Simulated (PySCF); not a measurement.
# 31P shifts, computed and measured

Computed: GIAO KT3/pcSseg-2, gas phase, PySCF SCF with an in-house response code, geometries PBE0-D3(BJ)/def2-SVP, one conformer, no vibrational averaging, against isolated H3PO4 at the same level. Measured: against 85 % H3PO4, in the medium listed. The two scales can differ by a constant.

```json
{"compound (atom-mapped SMILES)": "[CH3:1][C:2]([CH3:3])([CH3:4])[C@H:5]([OH:6])[CH2:7][P@@:8]([CH3:9])(=[S:10])[c:11]1[cH:12][cH:13][cH:14][cH:15][cH:16]1", "atom": "P8", "computed / ppm": "23.6", "measured / ppm": "38.08", "medium": "CDCl3"}
{"compound (atom-mapped SMILES)": "[CH3:1][O:2][c:3]1[cH:4][cH:5][c:6]([PH:7](=[O:8])[c:9]2[cH:10][cH:11][c:12]([O:13][CH3:14])[cH:15][cH:16]2)[cH:17][cH:18]1", "atom": "P7", "computed / ppm": "-13.9", "measured / ppm": "20.7", "medium": "CDCl3"}
{"compound (atom-mapped SMILES)": "[O:1]=[P:2]([CH2:3][c:4]1[cH:5][cH:6][cH:7][o:8]1)([c:9]1[cH:10][cH:11][cH:12][cH:13][cH:14]1)[c:15]1[cH:16][cH:17][cH:18][cH:19][cH:20]1", "atom": "P2", "computed / ppm": "9.9", "measured / ppm": "28.5", "medium": "CDCl3"}
{"compound (atom-mapped SMILES)": "[CH3:1][c:2]1[cH:3][cH:4][cH:5][c:6](/[CH:7]=[CH:8]/[c:9]2[cH:10][cH:11][c:12]([CH3:13])[c:14]([CH3:15])[c:16]2[P:17]([CH3:18])([CH3:19])=[O:20])[cH:21]1", "atom": "P17", "computed / ppm": "14.8", "measured / ppm": "38.34", "medium": "CDCl3"}
{"compound (atom-mapped SMILES)": "[CH3:1][c:2]1[cH:3][cH:4][c:5]([PH:6](=[O:7])[c:8]2[cH:9][cH:10][c:11]([CH3:12])[cH:13][cH:14]2)[cH:15][cH:16]1", "atom": "P6", "computed / ppm": "-9.9", "measured / ppm": "21.7", "medium": "CDCl3"}
```

Q: Give computed and measured shifts for these two.

| compound (atom-mapped SMILES) | atom |
| --- | --- |
| [O:1]=[P:2]([CH2:3][c:4]1[cH:5][cH:6][cH:7][s:8]1)([c:9]1[cH:10][cH:11][cH:12][cH:13][cH:14]1)[c:15]1[cH:16][cH:17][cH:18][cH:19][cH:20]1 | P2 |
| [S:1]=[P:2]([CH2:3][c:4]1[cH:5][cH:6][cH:7][cH:8][cH:9]1)([c:10]1[cH:11][cH:12][cH:13][cH:14][cH:15]1)[c:16]1[cH:17][cH:18][cH:19][cH:20][cH:21]1 | P2 |

A: 
| compound (atom-mapped SMILES) | atom | computed / ppm | measured / ppm | medium |
| --- | --- | --- | --- | --- |
| [O:1]=[P:2]([CH2:3][c:4]1[cH:5][cH:6][cH:7][s:8]1)([c:9]1[cH:10][cH:11][cH:12][cH:13][cH:14]1)[c:15]1[cH:16][cH:17][cH:18][cH:19][cH:20]1 | P2 | 3.5 | 28.6 | CDCl3 |
| [S:1]=[P:2]([CH2:3][c:4]1[cH:5][cH:6][cH:7][cH:8][cH:9]1)([c:10]1[cH:11][cH:12][cH:13][cH:14][cH:15]1)[c:16]1[cH:17][cH:18][cH:19][cH:20][cH:21]1 | P2 | 25.6 | 42.79 | CDCl3 |

Q: How well does this level do over the whole set?

A: Computed less measured averages -23.6 ppm, and the scatter about that mean is 6.9 ppm (rms) over 7 compounds.

Measured values:  License and Terms: This is a supporting information file under the terms of the Creative Commons Attribution ; supporting information or article, doi 10.1039/c2cc33908k; supporting information or article, doi 10.1039/c3ra43764g; supporting information or article, doi 10.1039/c8cc00289d; supporting information or article, doi 10.1039/d3ob00211j; supporting information or article, doi 10.1039/d4gc04409f; supporting information or article, doi 10.1039/d5sc09520d.
